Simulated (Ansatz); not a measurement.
Z-matrix (Å, degrees):
```
C
O 1 1.411
H 1 1.097 2 111.4
H 1 1.095 2 111.4 3 -121.3
H 1 1.091 2 108.2 3 119.2
Si 2 1.644 1 123.0 3 53.5
Si 6 2.346 2 112.2 1 77.4
O 6 1.642 2 108.3 1 -166.9
H 6 1.497 2 107.2 1 -46.6
O 7 1.651 6 113.4 2 -170.1
O 7 1.645 6 103.6 2 -53.0
H 7 1.496 6 112.9 2 67.5
H 8 0.959 6 117.7 2 59.7
H 10 0.958 7 116.9 6 -98.4
H 11 0.959 7 117.7 6 -176.0
```

Total charge 0; spin multiplicity 1.

Problem. List the PBE0/def2-TZVPP orbital energies in eV (Ansatz). (Best estimate.)

Solution. Computed: Occupied: -1803.15, -1803.04, -522.71, -522.67, -522.66, -522.52, -279.29, -145.33, -145.24, -100.03, -100.00, -99.96, -99.93, -99.91, -99.87, -28.47, -28.38, -27.94, -27.85, -19.16, -16.35, -15.46, -14.51, -13.95, -12.70, -12.60, -12.50, -11.72, -10.95, -10.39, -10.05, -9.74, -9.60, -9.21, -8.82, -8.55, -7.18. Lowest empty: -0.11, 0.11, 1.14, 1.67, 1.95, 2.11, 2.80, 2.85.
